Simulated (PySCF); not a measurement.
# N²⁺: ionisation energy

N²⁺ [He] 2s2 2p1 (2P) → N³⁺ [He] 2s2 (1S), as a difference of total energies. All numbers are calculated (PySCF 2.14, no relativity, point nucleus, in dyall-av2z (11s7p2d, 42 functions)). Correlated levels: valence: 1s2 frozen; virtual orbitals above 40 to 60 times the deepest correlated orbital energy dropped. The calculations carry no spin-orbit coupling.

Q: Order these methods by the ionisation energy they give, lowest first.
A. UHF
B. CCSDT (valence)
C. CCSD (valence)
D. MP2 (valence)

A: C (47.086 eV), B (47.112 eV), A (47.275 eV), D (47.342 eV).

A first-order spin-orbit estimate (lowest level to lowest level, LS coupling) adds 0.014 eV.

Errors of the correlated levels include the incompleteness of this basis and the frozen core.

The coupled-cluster amplitudes are large for N³⁺ (T1 above 0.03 or a double amplitude above 0.15), so a single reference is strained.

For comparison: 47.445 eV (semi-empirical (NIST evaluation); NIST Atomic Spectra Database, ionization energies).
